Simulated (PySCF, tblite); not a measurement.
Isomers of C2H10SSi4, one GFN2-xTB conformer each. Single-point energies are computed at PBE0/pcSseg-1 (PySCF, gas phase, no added dispersion term), electronic only.

Question: Rank them by PBE0/pcSseg-1 energy, lowest first (kcal/mol).
A. `[CH2:1]=[CH:2][Si@@H:3]1[SiH2:4][SiH2:5][SiH2:6][S:7]1` with C1–C2–Si3–Si4 -43°, C2–Si3–Si4–Si5 -127°, Si3–Si4–Si5–Si6 -5°, Si4–Si5–Si6–S7 20°, Si5–Si6–S7–Si3 -28°
B. `[CH3:1][C:2](=[S:3])[SiH:4]1[SiH2:5][SiH2:6][SiH2:7]1` with C1–C2–Si4–Si5 -131°

Answer: A (0.0), B (36.7).

As drawn, the lower has a C=C bond outside aromatic rings, which the higher lacks; the higher has a four-membered ring and a C=S bond, which the lower lacks. GFN2-xTB itself gives, in the same order: 0.0, 45.1. Both levels put the same isomer lowest.

Question: Which frontier levels, dipoles and rotational constants go with these structures?

Answer: 
```json
{"SMILES": "C=C[Si@@H]1[SiH2][SiH2][SiH2]S1", "HOMO (eV, PBE0/pcSseg-1)": "-7.03", "LUMO (eV)": "-1.12", "dipole (D)": "2.12", "A, B, C (MHz)": "1470, 766.1, 540.4"}
{"SMILES": "CC(=S)[SiH]1[SiH2][SiH2][SiH2]1", "HOMO (eV, PBE0/pcSseg-1)": "-6.41", "LUMO (eV)": "-2.56", "dipole (D)": "1.94", "A, B, C (MHz)": "1480, 689.2, 660.9"}
```

Question: What happens when harmonic zero-point energies from GFN2-xTB frequencies are added?

Answer: 
| SMILES | ZPE (kcal/mol) | electronic (kcal/mol) | with ZPE (kcal/mol) |
| --- | --- | --- | --- |
| C=C[Si@@H]1[SiH2][SiH2][SiH2]S1 | 63.6 | 0.0 | 0.0 |
| CC(=S)[SiH]1[SiH2][SiH2][SiH2]1 | 62.6 | 36.7 | 35.8 |

The zero-point energies span 1.0 kcal/mol. The order is unchanged.
